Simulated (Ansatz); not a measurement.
C2H5GaO2, SMILES `O=C(O)[CH2][GaH2]`. The species carries charge 0 and has multiplicity 1.

Cartesian coordinates in Å:
```
O 0.161 2.265 0.112
C 0.025 1.119 -0.197
O 1.003 0.453 -0.916
C -1.027 0.140 0.144
Ga 0.174 -1.433 0.498
H 1.728 1.071 -1.083
H -1.684 0.527 0.916
H -1.601 -0.114 -0.750
H 0.082 -2.673 -0.452
H 1.140 -1.355 1.729
```

What are the harmonic wavenumbers in cm⁻¹ at PBE0-D4/def2-TZVP (Ansatz, finite differences of forces, unscaled)? (Estimate.)

The calculation gave: 60, 86, 258, 379, 424, 513, 582, 603, 617, 704, 755, 775, 879, 1066, 1066, 1180, 1284, 1429, 1871, 1981, 1988, 3099, 3191, 3788.

Is this a minimum?

Yes, all 24 modes are real.

Give the ideal-gas thermochemistry at 298.15 K and 1 bar (rigid rotor, harmonic oscillator; point group C1, symmetry number 1).

Zero-point energy 170.9 kJ/mol; H(298) − E = 190.8 kJ/mol; entropy 344.6 J/(mol·K), of which translation 169.6, rotation 112.5, vibration 62.5; G(298) − E = 88.1 kJ/mol. Modes under 100 cm⁻¹ are hindered rotations or soft bends, so the harmonic entropy is rough.

And at 400, 500, 600, 800 and 1000 K?


| T (K) | H − E (kJ/mol) | S (J/mol/K) | G − E (kJ/mol) |
| --- | --- | --- | --- |
| 400 | 202.5 | 378.2 | 51.2 |
| 500 | 215.9 | 407.9 | 11.9 |
| 600 | 230.7 | 434.9 | -30.2 |
| 800 | 263.6 | 482.1 | -122.1 |
| 1000 | 299.6 | 522.2 | -222.6 |

Rotational constants (cm⁻¹)?

0.2757, 0.06335, 0.05679.
